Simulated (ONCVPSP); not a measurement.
# Be (Z = 4) ONCV: all-electron and pseudo phase curves

```
Element                 : beryllium
Generator               : ONCVPSP 4.0.1
Type                    : optimised norm-conserving Vanderbilt (ONCV)
Functional              : PBE
Relativity              : scalar-relativistic
Frozen core             : none
Valence charge          : 4
Reference configuration : 1s2 2s2
Partial waves           : 1s+2s: rc 0.95 bohr, ncon 4, nbas 8, qcut 13.9 1/bohr, 3 projectors, debl 3.1 Ha; p scattering state at 0.31 Ha: rc 0.95 bohr, ncon 3, nbas 6, qcut 10.4 1/bohr, 2 projectors, debl 1.6 Ha; d scattering state at 0.09 Ha: rc 0.75 bohr, ncon 4, nbas 8, qcut 12 1/bohr, local
Local potential         : the d channel
Core correction         : none
```

The phase is arctan(r·R′/R) of the radial function R(r), unwrapped; energies in Ha, scanned from -5 to 5 Ha. A pole is an energy at which the radial function vanishes at the test radius. The pseudo phase is shifted by a multiple of π to meet the all-electron one at the reference energy, and phase errors are pseudo minus all-electron; the curves can meet again beyond the range given. Levels narrower than the energy grid can be missing from the lists of poles.

Problem. For each channel, where are the poles, and over which energies does the pseudopotential scatter like the atom?

Solution.

| channel | radius (bohr) | reference energy (Ha) | poles, all-electron | poles, pseudo | unbroken range about the reference energy with phases within 0.05 rad | phase error 1 Ha above the reference energy (rad) |
| --- | --- | --- | --- | --- | --- | --- |
| s | 0.96 | -0.21 | -3.39 | -3.39 | the whole range | -0.000 |
| p | 0.96 | 0.31 | none | none | the whole range | -0.000 |
| d | 0.76 | 0.09 | none | none | the whole range | +0.000 |

Phases in the s channel:

| E (Ha) | all-electron | pseudo |
| --- | --- | --- |
| -4.96 | 0.353 | 0.353 |
| -4.72 | 0.013 | 0.014 |
| -4.48 | -0.440 | -0.439 |
| -4.24 | -0.873 | -0.873 |
| -4.00 | -1.181 | -1.181 |
| -3.76 | -1.381 | -1.381 |
| -3.52 | -1.516 | -1.516 |
| -3.28 | -1.613 | -1.613 |
| -3.04 | -1.688 | -1.688 |
| -2.80 | -1.749 | -1.749 |
| -2.56 | -1.801 | -1.801 |
| -2.32 | -1.848 | -1.848 |
| -2.08 | -1.892 | -1.892 |
| -1.84 | -1.934 | -1.934 |
| -1.60 | -1.976 | -1.976 |
| -1.36 | -2.019 | -2.019 |
| -1.12 | -2.063 | -2.063 |
| -0.88 | -2.111 | -2.111 |
| -0.64 | -2.162 | -2.162 |
| -0.40 | -2.217 | -2.217 |
| -0.16 | -2.279 | -2.279 |
| 0.08 | -2.349 | -2.349 |
| 0.32 | -2.427 | -2.427 |
| 0.56 | -2.515 | -2.515 |
| 0.80 | -2.616 | -2.616 |
| 1.04 | -2.728 | -2.728 |
| 1.28 | -2.854 | -2.854 |
| 1.52 | -2.990 | -2.990 |
| 1.76 | -3.133 | -3.133 |
| 2.00 | -3.278 | -3.278 |
| 2.24 | -3.421 | -3.421 |
| 2.48 | -3.555 | -3.555 |
| 2.72 | -3.678 | -3.678 |
| 2.96 | -3.788 | -3.788 |
| 3.20 | -3.885 | -3.885 |
| 3.44 | -3.970 | -3.970 |
| 3.68 | -4.044 | -4.044 |
| 3.92 | -4.109 | -4.109 |
| 4.16 | -4.165 | -4.165 |
| 4.40 | -4.215 | -4.215 |
| 4.64 | -4.259 | -4.259 |
| 4.88 | -4.298 | -4.298 |
